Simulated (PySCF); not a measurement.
# Mayer bond orders and bond lengths

Species: SiEt2F2, C4H10F2Si.
Z-matrix (Å and degrees, PBE0-D3(BJ)/def2-SVP geometry), rows numbered from 1:
```
Si
C   1  1.8555
C   2  1.5282  1  113.53
H   2  1.1044  1  107.86  3  -123.30
H   2  1.1044  1  107.62  3   123.06
H   3  1.1004  2  111.65  1  -179.87
H   3  1.1003  2  111.14  1   -59.42
H   3  1.1004  2  111.10  1    59.91
C   1  1.8556  2  116.50  3   175.77
C   9  1.5278  1  114.25  2   179.60
H   9  1.1045  1  107.60  2    56.05
H   9  1.1047  1  107.37  2   -57.17
H  10  1.1004  9  111.63  1   179.65
H  10  1.1007  9  111.23  1   -60.05
H  10  1.1007  9  111.20  1    59.42
F   1  1.6267  2  108.53  3    52.57
F   1  1.6270  2  108.54  3   -60.86
```

Bond orders from the PBE0/pcSseg-1 density (PySCF). The structure is a single PBE0-D3(BJ)/def2-SVP conformer in the gas phase; no vibrational or solvent corrections.

(1) Give the Mayer order of every bond, beside its length.

(2) Sum the orders of all bonds at each heavy atom with more than one neighbour.

Answers

(1) 
```csv
bond,length (Å),Mayer order
Si1–C2,1.855,0.917
Si1–C9,1.856,0.917
Si1–F16,1.627,0.930
Si1–F17,1.627,0.933
C2–C3,1.528,1.048
C2–H4,1.104,0.939
C2–H5,1.104,0.938
C3–H6,1.100,0.968
C3–H7,1.100,0.964
C3–H8,1.100,0.963
C9–C10,1.528,1.049
C9–H11,1.105,0.939
C9–H12,1.105,0.938
C10–H13,1.100,0.968
C10–H14,1.101,0.964
C10–H15,1.101,0.964
```

(2) Si1 3.697, C2 3.842, C3 3.943, C9 3.843, C10 3.945. Orders between atoms that aren't bonded are not in these sums.

Mayer orders depend on the basis set.

The run behind these numbers computed NMR shieldings as well. The run took 46 s of wall time (grids of density and orbitals included) on one thread of an Intel Xeon at 2.70 GHz, no GPU, shared host, and the process peaked at 1.1 GiB of memory.
